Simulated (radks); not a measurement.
Values are calculated unless marked as measured or tabulated.
Radial electron density D(r) = 4 pi r^2 rho(r) of an atom or ion with 4 electrons. Code: a radial shooting solver on a logarithmic mesh with Libxc functionals. Model: scalar-relativistic Kohn-Sham, PBE, spin-polarised, spherical densities, finite nucleus; Fermi nuclear charge, rms radius of each element as measured or else 0.836 A^(1/3) + 0.57 fm.

r (bohr)  D(r) (e/bohr)
0.00837          0.1046
0.009287         0.1274
0.01022          0.1526
0.01134          0.1853
0.01249          0.2214
0.01385          0.2681
0.01537          0.3240
0.01692          0.3853
0.01878          0.4638
0.02067          0.5492
0.02293          0.6579
0.02525          0.7752
0.02801          0.9230
0.03108           1.095
0.03421           1.278
0.03796           1.504
0.04179           1.740
0.04637           2.027
0.05145           2.348
0.05664           2.674
0.06284           3.056
0.06917           3.433
0.07676           3.861
0.08517           4.301
0.09375           4.705
0.104             5.128
0.1145            5.488
0.1271            5.825
0.1399            6.069
0.1552            6.240
0.1722            6.293
0.1895            6.223
0.2103            6.012
0.2315            5.693
0.2569            5.222
0.285             4.645
0.3138            4.050
0.3482            3.378
0.3832            2.775
0.4252            2.185
0.4681            1.735
0.5194            1.376
0.5763            1.164
0.6344            1.093
0.7039            1.131
0.7748            1.241
0.8597            1.394
0.954             1.535
1.05              1.616
1.165             1.622
1.283             1.542
1.423             1.371
1.579             1.137
1.738            0.8974
1.929            0.6449
2.123            0.4425
2.356            0.2706
2.593            0.1581
2.877           0.07988
3.193           0.03594
3.514           0.01535
3.9            0.005335
4.293          0.001756
4.763         0.0004488

What is the nuclear charge?

Answer. Z = 6. The innermost maximum, from 1s, lies near gamma/Z bohr with gamma = sqrt(1 - (Z/c)^2) = 0.999, here 0.167 bohr (found: 0.171), and its height grows with Z. The density is that of the carbon ion C2+ in [He] 2s2; the configuration itself is not fixed sharply by these data. D(r) has 2 maxima, at r = 0.171, 1.11 bohr, and minima at 0.645 bohr, inside which lie 2.07 electrons.
